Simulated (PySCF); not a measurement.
PySCF input file for Al(H)(OMe)(OSiH3) (CH₇AlO₂Si), SMILES C[O][AlH][O][SiH3], TDDFT-PBE/def2-SVPD. Geometry: B3LYP-D3(BJ)/def2-SVP. The values are those of a single conformer.

```python
import numpy as np
from pyscf import gto, scf, dft, tdscf

mol = gto.M(
    atom='''
    Al   -0.68327019    0.66530492    0.82189840
    H    -1.19737884    1.06218052    2.24294043
    O    -1.28226181    1.51953844   -0.50829512
    C    -1.16333178    1.56703925   -1.89937069
    H    -0.80297377    2.56003312   -2.22432233
    H    -0.46175799    0.80830485   -2.29580147
    H    -2.14523583    1.39966591   -2.37821823
    O     0.44455757   -0.58652016    0.60842469
    Si    1.53749250   -1.77757926    0.28666376
    H     0.97013811   -3.11086988    0.64440459
    H     2.78710208   -1.56092378    1.07335613
    H     1.88934822   -1.78762682   -1.16514314
    ''',
    basis='def2-SVPD',
    charge=0,
    spin=0,
    max_memory=1600,
    verbose=4,
)
mf = dft.RKS(mol, xc='pbe').density_fit(auxbasis='def2-universal-jkfit')
mf.grids.level = 3
mf.conv_tol = 1e-9
mf.max_cycle = 100
mf.kernel()
mf.grids = dft.Grids(mol).set(level=1).build(with_non0tab=True)  # coarser grid for the response kernel
td = tdscf.TDDFT(mf)
td.singlet = True
td.nstates = 10
td.conv_tol = 1e-4
td.positive_eig_threshold = 1e-6
td.kernel(x0=td.get_init_guess(mf, 15))
td.analyze()
tt = tdscf.TDA(mf)
tt.singlet = False
tt.nstates = 4
tt.conv_tol = 1e-4
tt.positive_eig_threshold = 1e-6
tt.kernel(x0=tt.get_init_guess(mf, 9))
tt.analyze(verbose=3)
```

Program output:

```
PySCF version 2.14.0

[INPUT] verbose = 4
[INPUT] num. atoms = 12
[INPUT] num. electrons = 56
[INPUT] charge = 0
[INPUT] spin (= nelec alpha-beta = 2S) = 0
[INPUT] symmetry False subgroup None
[INPUT] Mole.unit = angstrom
[INPUT] Symbol           X                Y                Z      unit          X                Y                Z       unit  Magmom
[INPUT]  1 Al    -0.683270190000   0.665304920000   0.821898400000 AA   -1.291193528180   1.257244088126   1.553162878218 Bohr   0.0
[INPUT]  2 H     -1.197378840000   1.062180520000   2.242940430000 AA   -2.262718074949   2.007230277648   4.238543126414 Bohr   0.0
[INPUT]  3 O     -1.282261810000   1.519538440000  -0.508295120000 AA   -2.423123640889   2.871511487349  -0.960538567253 Bohr   0.0
[INPUT]  4 C     -1.163331780000   1.567039250000  -1.899370690000 AA   -2.198378456203   2.961275008944  -3.589290413126 Bohr   0.0
[INPUT]  5 H     -0.802973770000   2.560033120000  -2.224322330000 AA   -1.517400510509   4.837761466616  -4.203360016454 Bohr   0.0
[INPUT]  6 H     -0.461757990000   0.808304850000  -2.295801470000 AA   -0.872596136930   1.527474791658  -4.338436014674 Bohr   0.0
[INPUT]  7 H     -2.145235830000   1.399665910000  -2.378218230000 AA   -4.053908191304   2.644985235790  -4.494181119148 Bohr   0.0
[INPUT]  8 O      0.444557570000  -0.586520160000   0.608424690000 AA    0.840092053902  -1.108362468936   1.149756031523 Bohr   0.0
[INPUT]  9 Si     1.537492500000  -1.777579260000   0.286663760000 AA    2.905439743573  -3.359137966107   0.541715996238 Bohr   0.0
[INPUT] 10 H      0.970138110000  -3.110869880000   0.644404590000 AA    1.833295330903  -5.878692082359   1.217748188513 Bohr   0.0
[INPUT] 11 H      2.787102080000  -1.560923780000   1.073356130000 AA    5.266859612406  -2.949718445521   2.028349119823 Bohr   0.0
[INPUT] 12 H      1.889348220000  -1.787626820000  -1.165143140000 AA    3.570350689734  -3.378125102727  -2.201801430516 Bohr   0.0

nuclear repulsion = 273.623169936122
number of shells = 74
number of NR pGTOs = 250
number of NR cGTOs = 170
basis = def2-SVPD
ecp = {}


******** <class 'pyscf.df.df_jk.DFRKS'> ********
method = DFRKS
initial guess = minao
damping factor = 0
level_shift factor = 0
DIIS = <class 'pyscf.scf.diis.CDIIS'>
diis_start_cycle = 1
diis_space = 8
diis_damp = 0
SCF conv_tol = 1e-09
SCF conv_tol_grad = None
SCF max_cycles = 100
direct_scf = False
XC library pyscf.dft.libxc version 7.1.2
    S. Lehtola, C. Steigemann, M. J. T. Oliveira, and M. A. L. Marques,  SoftwareX 7, 1–5 (2018)
XC functionals = pbe
    J. P. Perdew, K. Burke, and M. Ernzerhof,  Phys. Rev. Lett. 77, 3865 (1996)
    J. P. Perdew, K. Burke, and M. Ernzerhof,  Phys. Rev. Lett. 78, 1396 (1997)
    J. P. Perdew, K. Burke, and M. Ernzerhof,  Phys. Rev. Lett. 77, 3865 (1996)
    J. P. Perdew, K. Burke, and M. Ernzerhof,  Phys. Rev. Lett. 78, 1396 (1997)
radial grids:
    Treutler-Ahlrichs [JCP 102, 346 (1995); DOI:10.1063/1.469408] (M4) radial grids

becke partition: Becke, JCP 88, 2547 (1988); DOI:10.1063/1.454033
pruning grids: <function nwchem_prune>
grids dens level: 3
symmetrized grids: False
atomic radii adjust function: <function treutler_atomic_radii_adjust>
small_rho_cutoff = 0
Set gradient conv threshold to 3.16228e-05
Initial guess from minao.
tot grids = 149304
init E= -724.033738296605
  HOMO = -0.343377899158603  LUMO = -0.0855419174464962  gap/eV = 7.01607
cycle= 1 E= -723.728340720698  delta_E= 0.305  |g|= 1.16  |ddm|= 5.26
  HOMO = -0.0584834567425858  LUMO = -0.011477892769765  gap/eV = 1.27909
cycle= 2 E= -721.909647744325  delta_E= 1.82  |g|= 3.05  |ddm|= 5.35
  HOMO = -0.264163686203797  LUMO = -0.0481340033523585  gap/eV = 5.87847
cycle= 3 E= -723.986178883138  delta_E= -2.08  |g|= 0.172  |ddm|= 4.31
  HOMO = -0.236273348930639  LUMO = -0.0427805669965431  gap/eV = 5.26521
cycle= 4 E= -723.990093776913  delta_E= -0.00391  |g|= 0.16  |ddm|= 0.525
  HOMO = -0.249084059695491  LUMO = -0.0428065447483109  gap/eV = 5.61310
cycle= 5 E= -723.994423529342  delta_E= -0.00433  |g|= 0.0639  |ddm|= 0.202
  HOMO = -0.247567689706149  LUMO = -0.0440477524859479  gap/eV = 5.53806
cycle= 6 E= -723.99534504446  delta_E= -0.000922  |g|= 0.00819  |ddm|= 0.0828
  HOMO = -0.248217657122057  LUMO = -0.0437489950564277  gap/eV = 5.56388
cycle= 7 E= -723.99536189596  delta_E= -1.69e-05  |g|= 0.00294  |ddm|= 0.0135
  HOMO = -0.24823256682161  LUMO = -0.043766681398626  gap/eV = 5.56380
cycle= 8 E= -723.995363585909  delta_E= -1.69e-06  |g|= 0.000825  |ddm|= 0.00442
  HOMO = -0.248335021491084  LUMO = -0.0438174734391991  gap/eV = 5.56521
cycle= 9 E= -723.995363776613  delta_E= -1.91e-07  |g|= 0.000123  |ddm|= 0.00127
  HOMO = -0.248343849783263  LUMO = -0.0438215975747984  gap/eV = 5.56533
cycle= 10 E= -723.99536377993  delta_E= -3.32e-09  |g|= 2.87e-05  |ddm|= 0.000279
  HOMO = -0.248343086451493  LUMO = -0.0438206134492026  gap/eV = 5.56534
cycle= 11 E= -723.99536378022  delta_E= -2.9e-10  |g|= 5.78e-06  |ddm|= 9.35e-05
  HOMO = -0.248343247461209  LUMO = -0.0438203106465182  gap/eV = 5.56535
Extra cycle  E= -723.995363780216  delta_E= 4.09e-12  |g|= 6.32e-06  |ddm|= 3.23e-05
converged SCF energy = -723.995363780216
tot grids = 45608
Overwritten attributes  positive_eig_threshold  of <class 'pyscf.tdscf.rks.CasidaTDDFT'>


******** <class 'pyscf.tdscf.rks.CasidaTDDFT'> for <class 'pyscf.df.df_jk.DFRKS'> ********
nstates = 10 singlet
deg_eia_thresh = 1.000e-03
wfnsym = None
conv_tol = 0.0001
eigh lindep = 1e-12
eigh level_shift = 0
eigh max_cycle = 100


Excitation energies (eV)
[5.59427064 5.64696502 5.72002077 6.05380885 6.21674511 6.24866212
 6.32854558 6.50244076 6.80300354 6.84945321]

** Singlet excitation energies and oscillator strengths **
Excited State   1:      5.59427 eV    221.63 nm  f=0.0034
      28 -> 29        0.70439
Excited State   2:      5.64697 eV    219.56 nm  f=0.0016
      27 -> 29       -0.66814
      28 -> 30        0.22880
Excited State   3:      5.72002 eV    216.75 nm  f=0.0001
      27 -> 30       -0.70509
Excited State   4:      6.05381 eV    204.80 nm  f=0.1124
      27 -> 29       -0.22148
      28 -> 30       -0.65487
Excited State   5:      6.21675 eV    199.44 nm  f=0.0044
      26 -> 29       -0.70156
Excited State   6:      6.24866 eV    198.42 nm  f=0.0033
      25 -> 29        0.21679
      26 -> 30       -0.67075
Excited State   7:      6.32855 eV    195.91 nm  f=0.0092
      25 -> 29        0.66838
      26 -> 30        0.21036
Excited State   8:      6.50244 eV    190.67 nm  f=0.0367
      25 -> 30        0.69484
Excited State   9:      6.80300 eV    182.25 nm  f=0.0023
      28 -> 31       -0.60070
      28 -> 32       -0.36442
Excited State  10:      6.84945 eV    181.01 nm  f=0.0029
      28 -> 31        0.35661
      28 -> 32       -0.60446

** Transition electric dipole moments (AU) **
state          X           Y           Z        Dip. S.      Osc.
  1        -0.1187     -0.1036     -0.0132      0.0250      0.0034
  2        -0.0626      0.0759     -0.0437      0.0116      0.0016
  3         0.0190      0.0162     -0.0024      0.0006      0.0001
  4        -0.3350      0.4742     -0.6488      0.7580      0.1124
  5        -0.0769      0.0704      0.1347      0.0290      0.0044
  6         0.1088      0.0950      0.0257      0.0215      0.0033
  7        -0.1872     -0.1541     -0.0256      0.0594      0.0092
  8        -0.2848      0.3180      0.2194      0.2304      0.0367
  9         0.0868      0.0774      0.0097      0.0136      0.0023
 10        -0.0998     -0.0851     -0.0156      0.0174      0.0029

** Transition velocity dipole moments (imaginary part, AU) **
state          X           Y           Z        Dip. S.      Osc.
  1        -0.0242     -0.0212     -0.0027      0.0010      0.0034
  2        -0.0143      0.0169     -0.0072      0.0005      0.0017
  3         0.0054      0.0047     -0.0004      0.0001      0.0002
  4        -0.0754      0.1065     -0.1443      0.0378      0.1134
  5        -0.0191      0.0183      0.0257      0.0014      0.0040
  6         0.0281      0.0246      0.0062      0.0014      0.0042
  7        -0.0374     -0.0304     -0.0053      0.0024      0.0068
  8        -0.0672      0.0750      0.0524      0.0129      0.0359
  9         0.0189      0.0169      0.0021      0.0006      0.0017
 10        -0.0255     -0.0217     -0.0040      0.0011      0.0030

** Transition magnetic dipole moments (imaginary part, AU) **
state          X           Y           Z
  1        -0.0951      0.1272     -0.1002
  2         0.4328      0.3762      0.0559
  3        -0.1298      0.0904      0.2588
  4         0.7186      0.6400      0.0828
  5        -0.3962     -0.3440     -0.0444
  6         0.1189     -0.1214     -0.0023
  7        -0.1382      0.2471     -0.8305
  8        -0.0426     -0.0372     -0.0143
  9         0.2298     -0.2937      0.2186
 10         0.1614     -0.1227     -0.4262
Overwritten attributes  positive_eig_threshold  of <class 'pyscf.tdscf.rks.TDA'>


******** <class 'pyscf.tdscf.rks.TDA'> for <class 'pyscf.df.df_jk.DFRKS'> ********
nstates = 4 triplet
deg_eia_thresh = 1.000e-03
wfnsym = None
conv_tol = 0.0001
eigh lindep = 1e-12
eigh level_shift = 0
eigh max_cycle = 100


Excitation energies (eV)
[5.38220912 5.44449723 5.51661849 5.61596787]

** Triplet excitation energies and oscillator strengths **
Excited State   1:      5.38221 eV    230.36 nm  f=0.0000
Excited State   2:      5.44450 eV    227.72 nm  f=0.0000
Excited State   3:      5.51662 eV    224.75 nm  f=0.0000
Excited State   4:      5.61597 eV    220.77 nm  f=0.0000
```

The run converged.

Cost: around 50 core-seconds (rough).
